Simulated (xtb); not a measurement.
H7B3N3, charge +1, singlet, at a GFN2-xTB geometry. Base run: GFN2-xTB (xtb).

Geometry (Å):
```xyz
13

B      0.8625    -1.1933     0.2047
N      1.3951     0.1371     0.2658
B      0.6699     1.2972     0.0888
N     -0.8247     1.1409    -0.1957
B     -1.4130    -0.2690    -0.2651
N     -0.5410    -1.3187    -0.0631
H      1.5377    -2.1274     0.3649
H      2.3857     0.2123     0.4553
H      1.1130     2.3738     0.1406
H     -1.0381     1.6229    -1.0729
H     -1.3441     1.6728     0.5075
H     -2.5524    -0.3824    -0.4822
H     -0.9044    -2.2617    -0.1037
```
Charge +1, spin multiplicity 1.
All else is at xtb's defaults.
Base energy -15.79718 Eh.

Each row names what was changed in the base input (with any setting that the change needs).

```json
[
 {"change": "base", "ΔE vs base (mEh)": "0.000", "HOMO-LUMO gap (eV)": "4.48", "G_solv (kcal/mol)": "-", "SCF cycles": "11"},
 {"change": "alpb = thf", "ΔE vs base (mEh)": "-83.330", "HOMO-LUMO gap (eV)": "4.65", "G_solv (kcal/mol)": "-53.57", "SCF cycles": "11"},
 {"change": "acc = 1000", "ΔE vs base (mEh)": "0.011", "HOMO-LUMO gap (eV)": "4.49", "G_solv (kcal/mol)": "-", "SCF cycles": "7"},
 {"change": "alpb = toluene", "ΔE vs base (mEh)": "?", "HOMO-LUMO gap (eV)": "?", "G_solv (kcal/mol)": "?", "SCF cycles": "11"},
 {"change": "alpb = acetonitrile", "ΔE vs base (mEh)": "-82.998", "HOMO-LUMO gap (eV)": "4.63", "G_solv (kcal/mol)": "-52.78", "SCF cycles": "11"},
 {"change": "etemp = 5000", "ΔE vs base (mEh)": "-0.502", "HOMO-LUMO gap (eV)": "4.49", "G_solv (kcal/mol)": "-", "SCF cycles": "11"},
 {"change": "acc = 0.1", "ΔE vs base (mEh)": "0.000", "HOMO-LUMO gap (eV)": "4.48", "G_solv (kcal/mol)": "-", "SCF cycles": "13"}
]
```

Question: What belongs in the gaps?

Answer: 
- alpb = toluene, ΔE vs base (mEh): -74.387
- alpb = toluene, HOMO-LUMO gap (eV): 4.58
- alpb = toluene, G_solv (kcal/mol): -46.89

ALPB and GBSA are two models with their own fitted parameters for each solvent, which aren't always the measured dielectric constant.
